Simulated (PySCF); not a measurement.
# Protonation sites of p-xylene

Parent: p-xylene, `Cc1ccc(C)cc1` (C8H10). Atom numbers as in the mapped SMILES `[CH3:1][c:2]1[cH:3][cH:4][c:5]([CH3:6])[cH:7][cH:8]1`. These are map numbers, not IUPAC locants.

Computed at ωB97X-D3(BJ)/def2-TZVP // PBE0-D3(BJ)/def2-SVP with PySCF (density fitting, grid level 2). Zero-point and thermal terms (298.15 K, 1 bar) come from unscaled PBE0-D3(BJ)/def2-SVP harmonic frequencies, with soft modes damped to free rotors in the entropy.

```
                site                 product  PA / kJ/mol  GB / kJ/mol
C2 (aromatic carbon)  CC1=C[CH+][C@H](C)C=C1          804          769
```

PA is −ΔH and GB is −ΔG of B + H⁺ → BH⁺ in the gas phase. Sites whose products fell apart, merged with another or lost in a GFN2-xTB screen aren't listed.

In dichloromethane the product from C2 is solvated 182 kJ/mol more strongly than the parent (electrostatics only).

Measured values (NIST Chemistry WebBook, evaluated or the median of agreeing entries): proton affinity (−ΔH) 794 kJ/mol (computed 813, difference 19); gas-phase basicity (−ΔG) 767 kJ/mol (computed 781, difference 14).
